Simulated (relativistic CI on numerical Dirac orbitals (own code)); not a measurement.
## Fe3+: resonant inelastic scattering at the L2,3 edge

Computed with this model: Dirac-Coulomb-Breit CI, orbitals from a KLI potential per configuration, model QED, valence Slater integrals scaled by 0.8, Kramers-Heisenberg scattering through one core-hole configuration in a parametric crystal field; configurations [Ar] 3d5 → [He] 2s2 2p5 3s2 3p6 3d6; 300 K; core-hole width 0.4 eV; summed over polarisations. Incident energies are the highest absorption maxima for each field (at most a few, so the weaker spin-orbit partner edge can be absent), on the computed scale of the free ion. Intensities are in per cent of the strongest line above 0.02 eV; levels within 1 cm⁻¹ are merged; final levels count from the ground level, the first row holds all elastic scattering, lines under 0.4 are left out and each table stops after 24 rows. The scale of the Slater integrals is a model choice and moves the terms in proportion.

Field parameters in Wybourne normalisation: D4h B²₀ = −7Ds, B⁴₀ = 21(Dq − Dt), B⁴₄ = 21√(5/14) Dq. The field is a parameter set, without covalency.

S is read from ⟨S²⟩ = S(S + 1).

D4h, 10Dq = 15250, Ds = -1500, Dt = 270 cm⁻¹:

```csv
Final level (eV),Degeneracy,Irrep,S,712.5 eV,713.1 eV,714.4 eV
0.000,6,,2.50,6096.9,7518.4,1421.7
2.105,2,Γ7,1.48,34.4,34.6,64.5
2.114,2,Γ6,1.50,29.5,20.9,82.2
2.321,2,Γ7,1.47,42.6,64.8,95.8
2.324,2,Γ7,1.47,27.1,100.0,72.3
2.341,2,Γ6,1.47,33.0,43.9,62.0
2.368,2,Γ6,1.50,20.7,31.8,46.4
2.402,2,Γ6,1.46,35.8,50.2,30.2
2.411,2,Γ7,1.46,40.7,57.3,20.4
2.538,2,Γ7,0.71,6.2,10.0,7.9
2.598,2,Γ6,0.63,3.3,9.7,10.6
3.081,2,Γ7,0.60,9.0,11.5,15.6
3.244,2,Γ6,1.50,19.5,14.6,17.7
3.245,2,Γ7,1.50,6.6,26.8,8.3
3.246,2,Γ6,1.50,12.5,31.5,11.8
3.255,2,Γ7,1.45,23.1,24.8,10.0
3.582,2,Γ7,1.49,2.1,10.8,4.8
3.585,2,Γ6,1.49,3.7,15.9,13.9
3.631,2,Γ6,1.43,7.5,14.5,5.4
3.639,2,Γ7,1.48,5.2,7.9,11.2
3.646,2,Γ6,1.50,10.3,11.6,14.9
3.647,2,Γ7,1.50,11.4,11.4,15.9
3.807,2,Γ6,0.63,1.0,1.9,4.0
3.819,2,Γ7,0.55,3.2,24.8,5.7
```

D4h, 10Dq = 15250, Ds = -860, Dt = 270 cm⁻¹:

| Final level (eV) | Degeneracy | Irrep | S | 711 eV | 712.8 eV | 714.4 eV |
| --- | --- | --- | --- | --- | --- | --- |
| 0.000 | 6 |  | 2.50 | 982.5 | 7460.9 | 1405.8 |
| 2.107 | 2 | Γ7 | 1.49 | 3.3 | 35.1 | 56.9 |
| 2.114 | 2 | Γ6 | 1.50 | 5.7 | 25.1 | 100.0 |
| 2.361 | 2 | Γ7 | 1.46 | 2.3 | 73.7 | 58.7 |
| 2.368 | 2 | Γ7 | 1.49 | 3.1 | 39.2 | 79.2 |
| 2.378 | 2 | Γ6 | 1.47 | 1.8 | 35.3 | 44.7 |
| 2.398 | 2 | Γ6 | 1.50 | 1.7 | 22.9 | 57.7 |
| 2.586 | 2 | Γ7 | 0.69 | 0.7 | 12.9 | 9.1 |
| 2.627 | 2 | Γ6 | 0.94 | 0.7 | 16.9 | 9.5 |
| 2.688 | 2 | Γ7 | 1.45 | 3.0 | 39.3 | 18.5 |
| 2.705 | 2 | Γ6 | 1.24 | 1.3 | 17.9 | 16.5 |
| 2.993 | 2 | Γ7 | 0.59 | 0.1 | 12.0 | 8.5 |
| 3.178 | 2 | Γ6 | 1.50 | 1.9 | 22.6 | 15.5 |
| 3.178 | 2 | Γ7 | 1.50 | 1.6 | 14.4 | 9.8 |
| 3.179 | 2 | Γ6 | 1.50 | 2.1 | 20.4 | 16.6 |
| 3.186 | 2 | Γ7 | 1.46 | 1.8 | 36.6 | 10.5 |
| 3.630 | 2 | Γ7 | 1.49 | 1.0 | 4.8 | 3.5 |
| 3.630 | 2 | Γ6 | 1.45 | 1.2 | 4.9 | 4.2 |
| 3.636 | 2 | Γ6 | 1.48 | 1.7 | 10.5 | 7.5 |
| 3.641 | 2 | Γ7 | 1.49 | 2.5 | 3.1 | 6.8 |
| 3.646 | 2 | Γ6 | 1.50 | 5.6 | 9.2 | 11.4 |
| 3.647 | 2 | Γ7 | 1.50 | 2.8 | 5.2 | 14.3 |
| 3.830 | 2 | Γ6 | 0.62 | 0.2 | 1.1 | 3.5 |
| 3.860 | 2 | Γ7 | 0.56 | 0.4 | 8.7 | 5.1 |

D4h, 10Dq = 15250, Ds = -210, Dt = 270 cm⁻¹:

```csv
Final level (eV),Degeneracy,Irrep,S,711 eV,712.8 eV,714.4 eV
0.000,6,,2.50,829.4,7984.7,1174.9
2.108,2,Γ7,1.49,1.8,35.6,40.0
2.114,2,Γ6,1.50,2.8,20.5,100.0
2.373,2,Γ7,1.46,1.9,56.8,48.1
2.385,2,Γ7,1.49,2.5,32.2,55.9
2.389,2,Γ6,1.48,1.3,27.3,32.1
2.400,2,Γ6,1.50,1.4,24.2,52.6
2.647,2,Γ7,0.60,0.3,7.5,6.5
2.706,2,Γ6,0.58,0.1,9.3,3.5
2.891,2,Γ7,0.59,0.1,9.3,4.4
2.940,2,Γ7,1.49,1.7,30.5,13.9
2.942,2,Γ6,1.48,1.2,28.7,12.2
3.080,2,Γ7,1.49,1.0,18.9,10.3
3.085,2,Γ7,1.47,0.9,32.4,8.1
3.086,2,Γ6,1.49,1.5,17.9,9.8
3.087,2,Γ6,1.50,1.1,31.3,15.3
3.632,2,Γ6,1.44,1.1,4.2,3.1
3.639,2,Γ7,1.48,0.7,4.6,3.3
3.642,2,Γ7,1.49,1.6,2.5,4.9
3.645,2,Γ6,1.49,1.3,13.4,3.0
3.647,2,Γ7,1.50,2.5,4.0,10.3
3.647,2,Γ6,1.50,3.2,4.4,8.8
3.844,2,Γ6,0.61,0.1,1.3,2.1
3.892,2,Γ7,0.55,0.3,7.7,3.7
```

For the first field the strongest loss at the lowest incident energy is the level at 2.32 eV (S = 1.47, against 2.50 in the thermal ground state). Levels of other spin, the first over 8 % at 2.11 eV, appear because spin-orbit coupling of the core hole, and in heavier ions of the valence shell too, mixes spins.
